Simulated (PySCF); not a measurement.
An unknown is described by computed data only.

Formula: C4H12O4Si.

* 1H NMR: chemical shifts (computed TMS as zero) by class: 3.67 (12 H) ppm [GIAO PBE/pcSseg-1]
* NMR, other nuclei: isotropic shieldings of nuclei other than C and H, by class: 305 (4 O), 419 (1 Si) ppm [GIAO PBE/pcSseg-1]
* 13C NMR: chemical shifts (computed TMS as zero) by class: 54.1 (4 C) ppm [GIAO PBE/pcSseg-1]
* XPS: Si2p3/2 107.9, C1s 292.2 (×4), O1s 538.0 (×4), Si1s 1848.2 eV [ΔSCF SCAN, pcX-2 on the ionised atom, pcseg-1 elsewhere, spin-free X2C, 2p3/2 from a spin–orbit splitting computed afterwards within the 2p shell]
* Rotational structure: rotational constants A, B, C: 1.180, 1.172, 1.150 GHz [PBE0-D3(BJ)/def2-SVP]
* Valence photoelectron: vertical ionisation energy: 10.27 eV [ΔSCF CAM-B3LYP/def2-SVPD]
* Polarisability: 86.6 au [CAM-B3LYP/def2-SVPD]

Gas-phase values; electronic properties from PySCF, density fitting. Levels stand in brackets. The structure is a single PBE0-D3(BJ)/def2-SVP conformer in the gas phase; no vibrational or solvent corrections. NMR classes are plain means over equivalent atoms (diastereotopic ones count apart unless rotation or inversion swaps them), as if these changed places fast.

Q: What is the compound? Reason from the data.

A: Numbering: `[CH3:1][O:2][Si:3]([O:4][CH3:5])([O:6][CH3:7])[O:8][CH3:9]`. Its formula, C4H12O4Si, gives 0 degrees of unsaturation, so no ring and no π bond. 4 carbons fall into 1 class: methoxy carbon [C1/C5/C7/C9] (54.1 ppm, 4 C). All hydrogens form one class (3.67 ppm): methyl hydrogen. The other shieldings belong to: 305 ppm, silyl ether oxygen [O2/O4/O6/O8]; 419 ppm, oxygen-bound silicon [Si3]. The core levels belong to: Si2p3/2 107.9 eV, oxygen-bound silicon [Si3]; C1s 292.2 eV, methoxy carbon [C1/C5/C7/C9]; O1s 538.0 eV, silyl ether oxygen [O2/O4/O6/O8]; Si1s 1848.2 eV, oxygen-bound silicon [Si3]. One atom of each topological class was ionised and stands for its class. By its constants the optimised geometry is a nearly oblate symmetric top. Structure: `CO[Si](OC)(OC)OC`. The assignments are read from this structure; whether some other isomer fits the data as well wasn't checked.

The values belong to the conformer `[CH3:1][O:2][Si:3]([O:4][CH3:5])([O:6][CH3:7])[O:8][CH3:9]`: C1–O2–Si3–O4 44°, O2–Si3–O4–C5 -166°, O2–Si3–O6–C7 -43°, O2–Si3–O8–C9 -74°.
